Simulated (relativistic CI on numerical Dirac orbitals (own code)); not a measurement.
# I³¹⁺: q coefficients and field-shift factors

Calculated at this level of theory: Dirac-Coulomb-Breit CI, separate exchange-only KLI orbitals for each configuration, derivatives by finite differences, unscaled Slater integrals, QED left out (own radial code, finite nucleus).

Configuration list (outside the closed core [Ne] 3s2): 3p⁶3d⁴, 3p⁵3d⁵, 3p⁶3d³4p, 3p⁶3d²4s4p, 3p⁶3d²4s², 3p⁶3d4s²4p. Double excitations out of closed p, d and f shells are left out; levels of such configurations are missing from the list, as are those of other unlisted configurations, and high levels can miss mixing partners.

With x = (α/α₀)² − 1 an excitation energy changes as ω = ω₀ + qx; K = 2q/ω₀ is the relative enhancement. Terms are leading LS components, so labels can repeat. The field-shift factor is F = δν/δ⟨r²⟩ for the transition from the lowest level.

Lowest level 3p⁶3d⁴ ³P0.

```
     Level  ω₀ (cm⁻¹)  q (cm⁻¹)  F (GHz/fm²)
3p⁶3d⁴ ⁵D1      66586    105500        0.882
3p⁶3d⁴ ⁵D2     109495    147900         1.27
3p⁶3d⁴ ³F4     132284    112900         1.08
3p⁶3d⁴ ⁵D3     133737    153400         1.37
3p⁶3d⁴ ⁵D0     193788    193900         1.77
3p⁶3d⁴ ³H4     200363    200300         1.84
3p⁶3d⁴ ³G3     224668    180400         1.75
3p⁶3d⁴ ³F2     227746    165900         1.65
3p⁶3d⁴ ³H5     238435    199300         1.92
3p⁶3d⁴ ³P1     251715    214400         2.04
3p⁶3d⁴ ³H6     252410    201000         1.97
3p⁶3d⁴ ³G4     279147    209100         2.07
3p⁶3d⁴ ³D2     289271    209500         2.09
3p⁶3d⁴ ³F3     294119    192600         1.98
3p⁶3d⁴ ³F4     315469    287400         2.69
3p⁶3d⁴ ³F3     343216    297600         2.82
3p⁶3d⁴ ¹D2     343277    236500         2.39
3p⁶3d⁴ ³G5     361714    310700         2.96
3p⁶3d⁴ ¹I6     367930    304300         2.93
3p⁶3d⁴ ³D1     374176    296400         2.88
3p⁶3d⁴ ³F4     395373    238800         2.52
3p⁶3d⁴ ³P2     411236    272800         2.79
3p⁶3d⁴ ¹S0     414533    301000         2.99
```

At this charge energies of transitions that change n are usually good to better than 1 %, and those within a shell (Δn = 0) to a few per cent. Terms inside the open d or f shell come out 10 to 20 % too wide with unscaled integrals.

**Question.** Which transition from the lowest level has the largest |K|?

**Answer.** 3p⁶3d⁴ ⁵D1 at 66586 cm⁻¹, K = 3.17.
